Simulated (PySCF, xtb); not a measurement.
BH₅O₃Si, SMILES OB(O)O[SiH3]. Atoms are numbered in the order given.

```xyz
10

B      0.0461    -0.9557     0.0000
O      0.8299    -2.0716     0.0000
H      0.3525    -2.9035     0.0000
O     -1.3260    -0.9600     0.0000
H     -1.7457    -1.8228     0.0000
O      0.6736     0.2507     0.0000
Si     0.0155     1.7854     0.0000
H     -0.8165     2.0084    -1.2190
H     -0.8165     2.0084     1.2190
H      1.1584     2.7396     0.0000
```

Geometry optimised at PBE0-D3(BJ)/def2-SVP. The values are those of a single conformer.

The numbers are results of IEF-PCM-M06-2X/def2-SVP run with PySCF, not measurements.

The values are the electrostatic part of the solvation free energy, E(continuum) − E(gas) at the gas-phase geometry, in a cavity of scaled van der Waals radii (PySCF's table); cavitation and dispersion terms are not included. In vacuum the orbital gap is 11.44 eV. The dipole moment in vacuum is 3.19 D.

Computed values in water (ε = 78.36), acetone (ε = 20.49), acetonitrile (ε = 35.69):
```json
[
 {"solvent": "water", "ε": "78.36", "ΔG(elec) (kcal/mol)": "-9.7", "dipole (D)": "3.81", "gap (eV)": "11.91"},
 {"solvent": "acetone", "ε": "20.49", "ΔG(elec) (kcal/mol)": "-9.0", "dipole (D)": "3.78", "gap (eV)": "11.89"},
 {"solvent": "acetonitrile", "ε": "35.69", "ΔG(elec) (kcal/mol)": "-9.4", "dipole (D)": "3.80", "gap (eV)": "11.90"}
]
```

For comparison, GFN2-xTB/ALPB(water) (xtb, at the GFN2-xTB geometry, all terms of that model) gives -8.5 kcal/mol.
